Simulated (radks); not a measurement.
Problem. The mean radii <r> (bohr) of the occupied orbitals of an atom or ion are listed with their occupations. Calculated with a radial shooting solver on a logarithmic mesh with Libxc functionals: Dirac Kohn-Sham, PBE, spin-unpolarised, spherical densities, finite nucleus; Fermi nuclear charge, rms radius of each element as measured or else 0.836 A^(1/3) + 0.57 fm.

| orbital | occ. | <r> |
|---|---|---|
| 1s1/2 | 2 | 0.02232 |
| 2s1/2 | 2 | 0.09460 |
| 2p1/2 | 2 | 0.07907 |
| 2p3/2 | 4 | 0.08581 |
| 3s1/2 | 2 | 0.2492 |
| 3p1/2 | 2 | 0.2388 |
| 3p3/2 | 4 | 0.2517 |
| 3d3/2 | 4 | 0.2236 |
| 3d5/2 | 6 | 0.2276 |
| 4s1/2 | 2 | 0.5642 |
| 4p1/2 | 2 | 0.5766 |
| 4p3/2 | 4 | 0.6052 |
| 4d3/2 | 4 | 0.6411 |
| 4d5/2 | 6 | 0.6510 |
| 5s1/2 | 2 | 1.300 |
| 5p1/2 | 1.66667 | 1.416 |
| 5p3/2 | 3.33333 | 1.483 |
| 4f5/2 | 2.14286 | 0.8050 |
| 4f7/2 | 2.85714 | 0.8122 |

Name the element and its charge. Open shells, if any, are shared by 2j + 1.

Solution. Z = 63, europium, charge +5: Eu5+ in [Kr] 4d10 4f5 5s2 5p5. The 1s radius gives Z: for a bare nucleus <r> = (2 gamma + 1)/(2Z) with gamma = sqrt(1 - (Z/c)^2), 0.02203 bohr for Z = 63, and screening makes it slightly larger (0.02232 here). The occupations add up to 58, and the charge is Z minus that.
